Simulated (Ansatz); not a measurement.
Isolated molecules relaxed with PBE0-D4/def2-TZVP in Ansatz; ΔE leaves out vibrations. CCSD(T)/CBS is the MP2 limit (def2-TZVPP, def2-QZVPP) plus CCSD(T) − MP2 in def2-TZVPP, frozen cores. This one scheme is used for every species. Functionals use def2-TZVPP. HSE06 is defined as in plane-wave codes. For Ge outer-core shells are correlated without core-valence functions, which leaves a few kJ/mol of doubt a bond. Scalar relativity is left out up to krypton. Each species was taken in one conformer, which may not be the lowest.

`[F][GeH]([F])[O][SiH3]` → H–F + `[F][Ge][O][SiH3]`  (germylene formation by 1,1-elimination)

```json
{"level": "B97M-V", "ΔE (kcal/mol)": "29.0", "difference from CCSD(T)/CBS": "5.0"}
{"level": "PBE0-D4", "ΔE (kcal/mol)": "25.2", "difference from CCSD(T)/CBS": "1.2"}
{"level": "HSE06-D4", "ΔE (kcal/mol)": "25.2", "difference from CCSD(T)/CBS": "1.2"}
{"level": "CAM-B3LYP-D4", "ΔE (kcal/mol)": "24.9", "difference from CCSD(T)/CBS": "0.9"}
{"level": "ωB97M-V", "ΔE (kcal/mol)": "23.4", "difference from CCSD(T)/CBS": "-0.6"}
{"level": "B2PLYP", "ΔE (kcal/mol)": "23.9", "difference from CCSD(T)/CBS": "-0.1"}
{"level": "PBE-QIDH", "ΔE (kcal/mol)": "30.3", "difference from CCSD(T)/CBS": "6.3"}
{"level": "r2SCANh", "ΔE (kcal/mol)": "28.5", "difference from CCSD(T)/CBS": "4.5"}
{"level": "HSE06", "ΔE (kcal/mol)": "24.6", "difference from CCSD(T)/CBS": "0.6"}
{"level": "CAM-B3LYP", "ΔE (kcal/mol)": "24.2", "difference from CCSD(T)/CBS": "0.2"}
{"level": "HF/def2-SVP", "ΔE (kcal/mol)": "31.6", "difference from CCSD(T)/CBS": "7.6"}
{"level": "HF/def2-TZVPP", "ΔE (kcal/mol)": "31.0", "difference from CCSD(T)/CBS": "7.0"}
{"level": "MP2/def2-TZVPP", "ΔE (kcal/mol)": "29.5", "difference from CCSD(T)/CBS": "5.5"}
{"level": "SCS-MP2/def2-TZVPP", "ΔE (kcal/mol)": "29.0", "difference from CCSD(T)/CBS": "5.0"}
{"level": "MP2/def2-QZVPP", "ΔE (kcal/mol)": "27.2", "difference from CCSD(T)/CBS": "3.2"}
{"level": "HF/CBS(def2)", "ΔE (kcal/mol)": "31.5", "difference from CCSD(T)/CBS": "7.5"}
{"level": "CCSD(T)/CBS", "ΔE (kcal/mol)": "24.0", "difference from CCSD(T)/CBS": "0"}
```

Largest T1 diagnostic among the species: 0.015.

From r2SCAN to r2SCAN0 (25 % exact exchange), in def2-TZVPP and without D4, ΔE moves by +1.8 kcal/mol. The D4 term adds +1.1 kcal/mol with B3LYP and +0.6 kcal/mol with PBE0; it sums over pairs of atoms, weighted by their polarisabilities, and B3LYP, whose exchange is more repulsive, gets the larger term.

B3LYP here is the variant with VWN-RPA as its local correlation; programs differ in this.
